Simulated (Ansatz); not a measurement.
Ga(NH3)2H3 (GaN2H9). The state is a singlet with charge 0. Geometry PBE-D4/def2-SVP.

Cartesian coordinates in Å:
```
Ga 0.000 0.000 0.000
N 1.829 1.013 -1.084
H 2.720 0.591 -0.795
H 1.883 2.018 -0.874
H 1.762 0.917 -2.106
N -1.829 -1.013 1.084
H -1.524 -1.765 1.715
H -2.486 -1.425 0.410
H -2.355 -0.335 1.649
H -1.000 0.994 -0.757
H 0.614 0.411 1.419
H 0.385 -1.405 -0.662
```

The 6-31G sets use Cartesian d functions.

Q: Estimate the orbital energies around the gap (eV) in Ansatz with HF/6-31G, PBE-D4/def2-TZVP, revPBE-D4/def2-TZVP, PBE0-D4/def2-SVP, ωB97M-V/def2-TZVP.

A: 
```
orbital  HF/6-31G  PBE-D4/def2-TZVP  revPBE-D4/def2-TZVP  PBE0-D4/def2-SVP  ωB97M-V/def2-TZVP
 HOMO−9    -29.53            -17.60               -17.53            -20.92             -23.67
 HOMO−8    -17.83            -11.97               -11.94            -13.58             -16.12
 HOMO−7    -17.83            -11.97               -11.94            -13.58             -16.12
 HOMO−6    -17.81            -11.95               -11.92            -13.56             -16.09
 HOMO−5    -17.81            -11.95               -11.92            -13.56             -16.09
 HOMO−4    -15.62            -10.14               -10.06            -11.64             -14.54
 HOMO−3    -13.42             -7.92                -7.86             -9.40             -12.03
 HOMO−2    -10.76             -6.04                -6.00             -7.27              -9.76
 HOMO−1     -9.66             -5.66                -5.62             -6.76              -9.18
   HOMO     -9.66             -5.66                -5.62             -6.76              -9.18
   LUMO      3.73             -0.34                -0.27              1.08               1.91
 LUMO+1      4.77              0.13                 0.18              1.66               2.42
 LUMO+2      4.88              1.63                 1.69              3.09               3.64
 LUMO+3      4.88              1.63                 1.69              3.09               3.65
 LUMO+4      7.11              2.03                 2.06              3.67               4.32
 LUMO+5      8.00              2.04                 2.06              3.68               4.32
```
